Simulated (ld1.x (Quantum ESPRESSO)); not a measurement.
# What one change does to a pseudopotential (arsenic, ultrasoft)

- Element: arsenic
- Generator: ld1.x (Quantum ESPRESSO) 7.5
- Type: ultrasoft
- Functional: revPBE
- Relativity: fully relativistic
- Frozen core: [Ar] 3d10
- Valence charge: 5
- Reference configuration: 4s2 4p3
- Partial waves: 4s (bound): rcut 1.55, rcutus 1.95 bohr; 4s channel at 1.85 Ry: rcut 1.55, rcutus 1.95 bohr; 4p (bound): rcut 1.35, rcutus 1.75 bohr; 4p channel at 0.25 Ry: rcut 1.35, rcutus 1.75 bohr
- Local potential: all-electron potential smoothed inside 1.65 bohr (lloc = -1)
- Core correction: Bessel-smoothed model core inside 1.25 bohr
- Augmentation charge: PSQ, radius 1.25 bohr

Open shells are filled in proportion to 2j + 1 (rel_dist='average').

All-electron outer shells of the reference configuration (revPBE, scalar-relativistic, ld1.x):

| shell | level (eV) | outermost node (bohr) | outermost maximum (bohr) |
| --- | --- | --- | --- |
| 3p | -133.68 | 0.22 | 0.52 |
| 3d | -40.59 | – | 0.48 |
| 4s | -14.43 | 0.73 | 1.61 |
| 4p | -5.15 | 0.78 | 2.00 |

Change: type TM; waves now 4s (bound): rc 1.95 bohr; 4p (bound): rc 1.75 bohr; local potential all-electron potential smoothed inside 1.90 bohr (lloc = -1).

Cutoffs: the cutoffs (Ry, on a coarse ladder) from which the occupation-weighted sum of valence levels, in a spherical-Bessel basis at the reference potential, stays within 10 and 1 mRy of its value at 400 Ry; they do not see the model core or the augmentation charge, which bear on the density cutoff. Errors are all-electron minus pseudo energies relative to the spin-unpolarised reference configuration.

Problem. Predict the effect on cutoff, ghosts and configuration errors.

Solution. The potential gets harder (8 Ry and 12 Ry → 25 Ry and 40 Ry); of the 7 tests that both files solve, the error grows in 2 and shrinks in 4 by more than 15 % and 0.3 meV (median size 20.6 → 15.5 meV); the range in which the s phases agree narrows (upper end 4.9 → 2.2); the range in which the p3/2 phases agree narrows (upper end at the end of the scan → 3.9); neither file shows a bound ghost. Several settings change at once here, so the effects cannot be laid on one of them.

| quantity | base | changed |
| --- | --- | --- |
| cutoff, loose | 8 Ry | 25 Ry |
| cutoff, tight | 12 Ry | 40 Ry |
| loose cutoff by channel (10 mRy a level) | s 6 Ry, p 6 Ry | s 15 Ry, p 6 Ry |
| bound ghosts | none | none |
| error for 4s2 4p2, meV [ΔE 9.11 eV] | -3.8 | -0.6 |
| error for 4s2 4p1, meV [ΔE 26.97 eV] | -33 | -11 |
| error for 4s2 4p0, meV [ΔE 54.57 eV] | -138 | -63 |
| error for 4s0 4p5, meV [ΔE 18.98 eV] | -30 | -66 |
| error for 4s1 4p4, meV [ΔE 9.39 eV] | -7.5 | -16 |
| error for 4s1 4p3, meV [ΔE 19.19 eV] | -21 | -19 |
| error for 4s2 4p2.5, meV [ΔE 3.54 eV] | -0.6 | 0.0 |
| s: phases at 2.14 bohr within 0.05 rad from the reference energy up to (Ry; the scan ends near 5) | 4.9 | 2.2 |
| p1/2: phases at 2.14 bohr within 0.05 rad from the reference energy up to (Ry; the scan ends near 5) | to the end of the scan | 4.0 |
| p3/2: phases at 2.14 bohr within 0.05 rad from the reference energy up to (Ry; the scan ends near 5) | to the end of the scan | 3.9 |
